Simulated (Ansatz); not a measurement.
`[F][AlH][CH2][SiH3]` and `F[CH2][AlH][F]` differ in one atom or group.

Ansatz, PBE0-D4/def2-TZVP geometries, multiplicity 1. Each molecule was computed in one conformer, which needn't be the lowest.

```json
{"property": "ideal-gas entropy at 298 K and 1 bar (rigid rotor, harmonic PBE0-D4/def2-TZVP) / J/(mol·K)", "`[F][AlH][CH2][SiH3]`": "353"}
{"property": "LUMO energy (ωB97M-V/def2-TZVPP) / eV", "`[F][AlH][CH2][SiH3]`": "0.53"}
{"property": "HOMO energy (PBE/def2-TZVPP) / eV", "`[F][AlH][CH2][SiH3]`": "-7.03"}
{"property": "size of the dipole moment (PBE/def2-TZVPP) / D", "`[F][AlH][CH2][SiH3]`": "1.74"}
{"property": "HOMO–LUMO gap (ωB97M-V/def2-TZVPP) / eV", "`[F][AlH][CH2][SiH3]`": "11.00"}
{"property": "LUMO energy (B3LYP/def2-TZVPP) / eV", "`[F][AlH][CH2][SiH3]`": "-1.28"}
```

(1) What does the change do to each property? (Best estimate.)

Results:

(1) Computed: 
| property | `F[CH2][AlH][F]` | shift |
| --- | --- | --- |
| ideal-gas entropy at 298 K and 1 bar (rigid rotor, harmonic PBE0-D4/def2-TZVP) / J/(mol·K) | 318 | -35 |
| LUMO energy (ωB97M-V/def2-TZVPP) / eV | 0.43 | -0.10 |
| HOMO energy (PBE/def2-TZVPP) / eV | -6.66 | 0.37 |
| size of the dipole moment (PBE/def2-TZVPP) / D | 2.41 | 0.67 |
| HOMO–LUMO gap (ωB97M-V/def2-TZVPP) / eV | 10.82 | -0.18 |
| LUMO energy (B3LYP/def2-TZVPP) / eV | -1.40 | -0.12 |

With PBE0 the HOMO rises by 0.17 eV and the LUMO falls by 0.09 eV, so the gap narrows by about 0.26 eV. PBE moves the HOMO by 0.37 eV and ωB97M-V by 0.08 eV. The zero-point energy changes by -58.7 kJ/mol with -9 modes. Dipoles are sizes alone; their direction can turn. Modes under 60 cm⁻¹, often nearly free rotors, make the harmonic entropy too high.

B3LYP here is the variant with VWN-RPA as its local correlation; programs differ in this.
